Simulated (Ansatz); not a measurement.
Ideal-gas functions of CH₄AlGa (`[CH2]1[AlH][GaH]1`) at 800 K and 1 bar, from an Ansatz frequency run at PBE0-D4/def2-TZVP.

Molar mass 112.75 g/mol, point group C1 (symmetry number 1), electronic degeneracy 1, moments of inertia 36.305, 134.606, 167.728 u Å². Harmonic wavenumbers (cm⁻¹, unscaled): 169, 306, 342, 364, 449, 497, 538, 645, 748, 803, 1339, 1907, 1918, 2915, 3129.

Use S(trans) = R[1.5 ln M + 2.5 ln T − 1.1517]; rotational temperatures θ = 24.2544 K / I; S(rot) = R[ln(√π/σ · √(T³/θAθBθC)) + 1.5]; for each mode x = 1.438777 ν̃/T, S = R[x/(eˣ − 1) − ln(1 − e⁻ˣ)] and H = RT x/(eˣ − 1); 1 cm⁻¹ = 0.0119627 kJ/mol; R = 8.31446 J/(mol·K).

Q: By hand: the entropy, in J/(mol·K).

A: Translation 188.3. Rotation: θ = 0.6681, 0.1802, 0.1446 K, giving 117.4. Vibration, mode by mode: 18.25, 13.38, 12.49, 11.98, 10.31, 9.52, 8.91, 7.53, 6.45, 5.95, 2.76, 1.23, 1.21, 0.28, 0.20, in all 110.4. Electronic 0.0. Sum 416.1 J/(mol·K).

Q: By hand: H − E and G − E in kJ/mol, counted from the electronic energy.

A: Zero-point energy ½ × 16069 × 0.0119627 = 96.1; thermal vibration 45.7; translation, rotation and pV give 4 RT = 26.6. H − E = 168.4 kJ/mol, and G − E = 168.4 − 800 × 416.1/1000 = -164.5 kJ/mol.

Vibration gives 27 % of the entropy. The sum counts one conformer and one mirror image; others add a mixing term.
